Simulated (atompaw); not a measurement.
**Before and after: PAW (atompaw) potential for P (Z = 15)**

```
Element                 : phosphorus
Generator               : atompaw 4.2.0.5
Type                    : PAW
Functional              : PBEsol
Relativity              : non-relativistic
Frozen core             : [Ne]
Valence charge          : 5
Reference configuration : 3s2 3p3
Partial waves           : 3s (bound): rc 1.40 bohr; 3s channel at -0.05 Ry: rc 1.40 bohr; 3p (bound): rc 1.30 bohr; 3p channel at 3.95 Ry: rc 1.40 bohr
Local potential         : troulliermartins scheme with l = 2 at -0.5 Ry, radius 1.20 bohr
Core correction         : smooth core density matched at 1.30 bohr
Augmentation charge     : sinc compensation charge, radius 1.35 bohr; PAW radius 1.40 bohr; waves and projectors: custom polynom2 7 10 vanderbiltortho
```

Change: local potential bessel scheme, radius 1.20 bohr.

Cutoffs: the cutoffs (Ry, on a coarse ladder) from which the occupation-weighted sum of valence levels, in a spherical-Bessel basis at the reference potential, stays within 10 and 1 mRy of its value at 400 Ry; they do not see the model core or the augmentation charge, which bear on the density cutoff.

**Question.** What does the change do?

**Answer.** The potential gets neither clearly harder nor softer (21 Ry and 40 Ry → 18 Ry and 50 Ry); the bound ghosts move from p, s to p; the range in which the s phases agree narrows (upper end at the end of the scan → 3.6). A state that the projectors do not describe sees the local part alone, so a deeper or shallower local part can create or remove a ghost.

```tsv
quantity	base	changed
cutoff, loose	21 Ry	18 Ry
cutoff, tight	40 Ry	50 Ry
loose cutoff by channel (10 mRy a level)	s 18 Ry, p 8 Ry	s 12 Ry, p 8 Ry
bound ghosts	s, p	p
s: phases at 1.41 bohr within 0.05 rad from the reference energy up to (Ry; the scan ends near 5)	to the end of the scan	3.6
p: phases at 1.41 bohr within 0.05 rad from the reference energy up to (Ry; the scan ends near 5)	to the end of the scan	to the end of the scan
lowest overlap eigenvalue by channel	s 0.14, p 0.43	s 0.21, p 0.07
```

 A true bound ghost makes a file unfit for plane-wave use even where its test errors are small: the radial tests pick states by their node count and pass the ghost by. The cutoffs see the waves, projectors and local potential, not the compensation charge or the core.
